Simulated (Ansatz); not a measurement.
Compare A (`C[SiH](F)CS`) with its isomer B (`FC[SiH2]CS`).

Computed with Ansatz on PBE0-D4/def2-TZVP structures; ΔE is electronic, products minus reactants. CCSD(T)/CBS adds triple-zeta CCSD(T) − MP2 to the extrapolated MP2 energy (def2 sets, frozen cores). DFT in def2-TZVPP. B3LYP here is the variant with VWN-RPA as its local correlation; programs differ in this. One conformer a species, not always the lowest.

A:

Z-matrix (Å, degrees):
```
C
Si 1 1.850
H 1 1.092 2 110.7
H 1 1.092 2 110.8 3 -120.7
H 1 1.094 2 110.3 3 119.8
F 2 1.608 1 109.1 3 65.2
C 2 1.869 1 112.5 3 -53.0
H 2 1.488 1 111.8 3 -177.3
S 7 1.815 2 111.8 1 62.3
H 7 1.092 2 112.3 1 -172.6
H 7 1.094 2 109.1 1 -54.0
H 9 1.343 7 97.1 2 49.8
```

B:

```xyz
12

F    -0.799   -2.206   -0.506
C    -0.192   -1.172   -1.219
Si    0.864   -0.139   -0.038
C    -0.234    0.590    1.297
S    -1.434    1.758    0.602
H     0.407   -1.615   -2.021
H    -0.981   -0.565   -1.675
H     1.922   -0.998    0.561
H     1.503    0.962   -0.812
H     0.330    1.049    2.111
H    -0.834   -0.215    1.731
H    -0.552    2.551   -0.029
```

(1) Which isomer does CCSD(T)/CBS put lower? Give the gap. (Best estimate.)

(2) Give E(B) − E(A) in kJ/mol with B3LYP-D4, ωB97M-V, HF/def2-TZVPP, PBE-D4, B2PLYP, MP2/def2-TZVPP, r2SCAN-D4. (Best estimate.)

Largest T1 diagnostic: 0.011.

## Answers

(1) Computed: A, by 262.8 kJ/mol.

(2) The calculation gave: B3LYP-D4 252.3, ωB97M-V 257.1, HF/def2-TZVPP 259.9, PBE-D4 243.2, B2PLYP 258.9, MP2/def2-TZVPP 270.3, r2SCAN-D4 259.7. None reverses the order clearly.

From PBE to PBE0 (25 % exact exchange), in def2-TZVPP and without D4, E(B) − E(A) moves by +8.1 kJ/mol.
